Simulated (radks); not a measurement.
The scandium ion Sc2+, 19 electrons, occupied as [Ar] 3d1 (the NIST ground configuration). Calculated with a radial shooting solver on a logarithmic mesh with Libxc functionals: scalar-relativistic Kohn-Sham, Slater X-alpha with alpha = 1.018, spin-unpolarised, spherical densities, point nucleus.

Normalised radial functions P(r) = r R(r), r in bohr:

| r | 2p | 3p |
|---|---|---|
| 0.002688 | 0.0023 | 0.0008 |
| 0.003444 | 0.0037 | 0.0013 |
| 0.004378 | 0.0059 | 0.0021 |
| 0.005566 | 0.0093 | 0.0033 |
| 0.007132 | 0.0148 | 0.0053 |
| 0.009067 | 0.0232 | 0.0083 |
| 0.01162 | 0.0369 | 0.0132 |
| 0.01477 | 0.0573 | 0.0205 |
| 0.01893 | 0.0896 | 0.0320 |
| 0.02406 | 0.1367 | 0.0489 |
| 0.03059 | 0.2058 | 0.0735 |
| 0.0392 | 0.3085 | 0.1099 |
| 0.04983 | 0.4465 | 0.1586 |
| 0.06386 | 0.6361 | 0.2246 |
| 0.08118 | 0.8655 | 0.3029 |
| 0.1032 | 1.1296 | 0.3890 |
| 0.1322 | 1.4091 | 0.4710 |
| 0.1681 | 1.6365 | 0.5179 |
| 0.2154 | 1.7602 | 0.4966 |
| 0.2739 | 1.7145 | 0.3736 |
| 0.3482 | 1.4867 | 0.1322 |
| 0.4461 | 1.1050 | -0.2202 |
| 0.5672 | 0.6955 | -0.5915 |
| 0.7268 | 0.3455 | -0.8972 |
| 0.9239 | 0.1348 | -1.0190 |
| 1.184 | 0.0363 | -0.9284 |
| 1.505 | 0.0068 | -0.6881 |
| 1.913 | 0.0008 | -0.4087 |
| 2.452 | 0.0000 | -0.1823 |
| 3.117 | 0.0000 | -0.0610 |
| 3.994 | 0.0000 | -0.0132 |
| 5.078 | 0.0000 | -0.0019 |

2p: eigenvalue -427.92 eV, 0 radial nodes, <r> = 0.302 bohr, 90 % of the charge inside 0.497 bohr. 3p: eigenvalue -55.486 eV, 1 radial node at r = 0.385 bohr, <r> = 1.12 bohr, 90 % of the charge inside 1.71 bohr.
